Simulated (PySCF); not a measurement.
**Dipole response of Co⁺ (cobalt, charge +1)**

[Ar] 3d8, high-spin 3F determinant. All numbers are calculated (PySCF 2.14, the non-relativistic Hamiltonian (point nucleus), in def2-QZVPPD (11s6p5d4f2g, 100 functions)). Coupled (time-dependent) response in atomic units; α is the mean over directions.

```json
{"method": "UHF", "mean α (bohr³)": "6.588", "C₆ (like pair)": "22.25", "S(−4)": "33.82"}
{"method": "PBE", "mean α (bohr³)": "10.12", "C₆ (like pair)": "35.93", "S(−4)": "111.7"}
```

S(−4) is the Cauchy moment in α(ω) = α(0) + S(−4) ω² + …

α(iu) at UHF:

| u (hartree) | α(iu) (bohr³) |
| --- | --- |
| 0 | 6.588 |
| 0.0500 | 6.505 |
| 0.100 | 6.279 |
| 0.200 | 5.595 |
| 0.300 | 4.881 |
| 0.500 | 3.779 |
| 0.750 | 2.898 |
| 1.00 | 2.319 |
| 1.50 | 1.613 |
| 2.00 | 1.202 |
| 3.00 | 0.7494 |
| 5.00 | 0.3729 |

A single London oscillator, α(iu) = α/(1 + u²/ω²), gives C₆ = (3/4) ω α². Matching the computed C₆ needs ω = 4 × 22.25 / (3 × 6.588²) = 0.684 hartree.

For an ion, C₆ is the dispersion term alone; charge-induced terms of lower order in 1/R come first.
